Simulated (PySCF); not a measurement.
# How methods differ on the excitation energy of Hf²⁺

Hf²⁺ [Xe] 4f14 5d2 (3F) → Hf²⁺ [Xe] 4f14 5d1 6s1 (3D), as a difference of total energies. Calculation: PySCF 2.14, in def2-QZVPPD with the def2 core potential (60 electrons) (7s6p4d3f2g, 84 functions); a scalar-relativistic core potential. Correlated levels: valence: 5s2 5p6 frozen; valence and next inner shell: nothing frozen outside the core potential. The calculations carry no spin-orbit coupling.

```tsv
method	excitation energy (cm⁻¹)
UHF	2647.7
PBE	1112.3
PBE0	2303.1
r2SCAN	2715.0
CAM-B3LYP	1211.4
r2SCANh	2859.3
B2PLYP	1884.7
PW91	1144.1
MP2 (valence)	2444.0
SCS-MP2 (valence)	2579.8
MP2 (valence and next inner shell)	85.078
SCS-MP2 (valence and next inner shell)	877.85
```
